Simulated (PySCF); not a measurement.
C4H12BFSi, SMILES F[SiH2]CCB(C)C (GFN2-xTB optimised geometry):

```
19

Si     0.181     0.405     0.000
F     -0.224    -0.211    -1.438
C     -0.553    -0.722     1.334
C     -0.239    -0.242     2.768
B     -0.894    -1.264     3.788
C     -2.272    -0.908     4.466
C     -0.194    -2.644     4.089
H      1.638     0.405     0.000
H     -0.402     1.740     0.000
H     -0.177    -1.740     1.211
H     -1.638    -0.785     1.213
H     -0.617     0.776     2.880
H      0.847    -0.191     2.876
H     -2.120    -0.120     5.205
H     -2.983    -0.502     3.748
H     -2.749    -1.740     4.978
H     -0.853    -3.477     3.843
H      0.745    -2.797     3.562
H      0.009    -2.739     5.155
```

Level of theory: PBE0/def2-SVP in PySCF 2.14.0.

### Question
What are the frontier orbital energies and the dipole moment?

### Answer
HOMO-2 -9.36 eV, HOMO-1 -8.65 eV, HOMO -7.88 eV, LUMO -0.42 eV, LUMO+1 0.76 eV; dipole moment 2.08 D.

On the same geometry PBE/def2-SVP (PySCF) gives HOMO-2 -7.81 eV, HOMO-1 -7.20 eV, HOMO -6.51 eV, LUMO -1.40 eV, LUMO+1 -0.14 eV; dipole moment 1.93 D.

Meta-Löwdin charges at PBE0/def2-SVP: Si1 0.93, F2 -0.49, C3 -0.41, C4 -0.28, B5 0.27, C6 -0.43, C7 -0.43, H8 -0.12, H9 -0.12, H10 0.11, H11 0.11, H12 0.09, H13 0.09, H14 0.12, H15 0.11, H16 0.10, H17 0.12, H18 0.10, H19 0.12.
